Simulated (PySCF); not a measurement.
SMILES O[Si](O)(O)N[Si](F)(F)F (H4F3NO3Si2), PBE0/def2-SVP optimised geometry.

```
13

Si    -0.16     0.03     0.00
F      1.45     0.03     0.00
F     -0.57     1.58     0.00
F     -0.66    -0.60     1.38
N     -0.77    -0.85    -1.30
Si    -0.21    -0.72    -2.94
O     -1.25    -0.02    -4.00
O      0.00    -2.27    -3.45
O      1.12     0.25    -2.88
H     -1.45    -1.58    -1.09
H     -1.24     0.94    -4.04
H     -0.03    -2.40    -4.40
H      1.79     0.05    -2.22
```

Density from PBE0/def2-TZVP (PySCF) at that geometry.

Minimum of the electron density along straight lines between bonded atoms, close to the bond critical point (lines longer than 1.1 times the sum of covalent radii, or with two minima, are not listed):

```csv
bond,length / Å,ρ at the minimum / e bohr⁻³,∇²ρ there / e bohr⁻⁵,position (fraction from the first atom)
Si1–F2,1.611,0.137,?,0.42
Si1–F3,1.600,0.141,0.99,0.42
Si1–F4,1.599,0.141,1.00,0.42
Si1–N5,1.686,0.147,0.61,0.41
N5–Si6,1.737,0.129,0.52,0.60
Si6–O7,1.645,0.142,0.82,0.41
Si6–O8,1.643,0.143,0.83,0.41
Si6–O9,1.649,0.140,0.81,0.41
N5–H10,1.017,?,?,0.74
O7–H11,0.962,0.354,-2.43,0.81
O8–H12,0.962,0.354,-2.43,0.81
O9–H13,0.964,0.351,-2.42,0.81
```

Problem. Fill in the missing entries.

Solution. 
- Si1–F2, ∇²ρ there / e bohr⁻⁵: 0.93
- N5–H10, ρ at the minimum / e bohr⁻³: 0.325
- N5–H10, ∇²ρ there / e bohr⁻⁵: -1.61
